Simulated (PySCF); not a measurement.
Input of a run (PBE0-D3(BJ)/def2-SVP geometry optimisation, gas phase, def2 core potentials past Kr (PySCF 2.14.0)), started from GFN2-xTB:
```
{"job": {"xc": "PBE0", "basis": "def2-SVP", "d3": "d3bj", "grid": 1, "maxiter": 30, "shake": 0.03, "kind": "geom"}, "charge": 0, "multiplicity": 1}
Zr    -0.392160    -0.076650    -0.445040
O     -0.485430     0.067210     1.754980
H     -0.598230    -0.872090     1.982280
H     -1.185060     0.532840     2.046270
Cl    -0.185610    -0.185800    -2.764580
O      1.754210    -0.056860    -0.452560
H      2.041480     0.867180    -0.530280
H      2.122200    -0.517780    -1.261790
Cl    -2.738220     0.169480    -0.150030
Cl     0.061310     2.267180    -0.253720
Cl    -0.296420    -2.280200     0.105350
```

Output (energies in Eh, forces in Eh/bohr):
```
step   0  E = -2039.59954749  max force = 0.088393
step   1  E = -2039.61821600  max force = 0.036096
step   2  E = -2039.62318628  max force = 0.009995
step   3  E = -2039.62492347  max force = 0.009345
step   4  E = -2039.62398566  max force = 0.010143
step   5  E = -2039.62641939  max force = 0.004073
step   6  E = -2039.62624536  max force = 0.004191
step   7  E = -2039.62715042  max force = 0.001458
step   8  E = -2039.62730767  max force = 0.001267
step   9  E = -2039.62747814  max force = 0.001544
step  10  E = -2039.62765614  max force = 0.001652
step  11  E = -2039.62779895  max force = 0.001139
step  12  E = -2039.62792572  max force = 0.001052
step  13  E = -2039.62805865  max force = 0.000916
step  14  E = -2039.62822803  max force = 0.000970
step  15  E = -2039.62831183  max force = 0.001612
step  16  E = -2039.62839167  max force = 0.001319
step  17  E = -2039.62847197  max force = 0.001004
step  18  E = -2039.62841414  max force = 0.001154
step  19  E = -2039.62849268  max force = 0.000987
step  20  E = -2039.62854628  max force = 0.000536
step  21  E = -2039.62855993  max force = 0.000479
step  22  E = -2039.62856671  max force = 0.000334
optimisation converged
```

**Question.** Summarise the run.

**Answer.** The energy falls by 18.2 kcal/mol over 23 energy and gradient evaluations, the largest force component goes from 0.0884 to 3.3e-04 Eh/bohr, and the atoms move by 0.318 Å rms after alignment. The bond that changes most is Zr1–O6 (ends: zirconium bonded to 4 Cl and 2 O; oxygen bonded to Zr and 2 H), which lengthens by 0.183 Å. Bonds longer at the end by more than 0.005 Å: 6 of 10; shorter: 3. Among the angles that change most is Zr1–O2–H3, from 100.1° to 117.2°. Among the dihedrals that turn most is Cl10–Zr1–O6–H8, from -125° to -166°. The energy rose by more than 1e-6 Eh at steps 4, 6 and 18. The first step brought 64 % of the lowering.

**Question.** What are the final bond lengths?

**Answer.** Zr1–O2 2.324 Å, Zr1–Cl5 2.356 Å, Zr1–O6 2.329 Å, Zr1–Cl9 2.354 Å, Zr1–Cl10 2.408 Å, Zr1–Cl11 2.406 Å, O2–H3 0.966 Å, O2–H4 0.966 Å, O6–H7 0.967 Å, O6–H8 0.967 Å. Numbering counts from 1 in the input's order; the species is `[OH2]->[Zr](<-[OH2])([Cl])([Cl])([Cl])[Cl]` (cis-Zr(H2O)2Cl4).

The run used 151 basis functions and 167 SCF cycles in all. Time: 6.2 min wall; peak memory 0.60 GiB. Hardware: Arm Neoverse V2, one thread, no GPU, shared host with 32 logical CPUs at a one-minute load of 39.

Whether it is a minimum is left open (no frequencies).
